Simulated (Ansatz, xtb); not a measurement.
## Isomers of C4H2F2O2 in order of energy

8 gas-phase structures of C4H2F2O2, from a drawn sample of its isomers (lower ones may exist). Each was relaxed with GFN2-xTB:

A. `O=C1O[C@H](F)C=C1F`, a singlet
B. `FC1=COC=C(F)O1`, a singlet
C. `O=C1OC=C(F)[C@@H]1F`, a singlet
D. `O=C1C=CC(F)(F)O1`, a singlet
E. `O=C1OCC(F)=C1F`, a singlet
F. `FC1=C(F)OC=CO1`, a singlet
G. `FC1=COC(F)=CO1`, a singlet
H. `O=C1CC(F)=C(F)O1`, a singlet

**Question.** Which do you expect lowest at r2SCAN-D4/def2-SVP//GFN2-xTB, and how would the others follow?

**Answer.** Calculated order at r2SCAN-D4/def2-SVP//GFN2-xTB: D (0.0), A (57.6), E (85.4), H (94.5), C (127.3), G (239.8), B (244.9), F (257.7) kJ/mol.

Energies above the lowest of each column, in kJ/mol; the last columns are at r2SCAN-D4/def2-SVP geometries and were run for some of them only (a dash: not run or not comparable):

```tsv
structure	GFN2-xTB	HF/STO-3G	r2SCAN-D4/def2-SVP//GFN2-xTB	r2SCAN-D4/def2-SVP	CCSD(T)/def2-SVP + ΔMP2/def2-TZVPP
D	0.0	0.0	0.0	0.0	0.0
A	29.6	38.6	57.6	57.8	56.0
E	36.0	44.4	85.4	86.5	92.4
H	18.8	26.2	94.5	–	–
C	50.7	69.4	127.3	–	–
G	104.4	123.6	239.8	–	–
B	106.1	124.0	244.9	–	–
F	121.5	134.5	257.7	–	–
```

Every level run on D puts it lowest or level with the lowest. Frequencies (GFN2-xTB) were run for A, D, E alone. ΔMP2 is the change of the MP2 energy from the smaller to the larger basis.

Over these structures GFN2-xTB departs from r2SCAN-D4/def2-SVP//GFN2-xTB by 42.6 kJ/mol on average once a common shift is removed. A GFN2-xTB relaxation took about 0.11 s and the r2SCAN-D4/def2-SVP//GFN2-xTB energy about 2.1 s on a shared host (Ansatz 0.2.0, xtb 6.7.1).
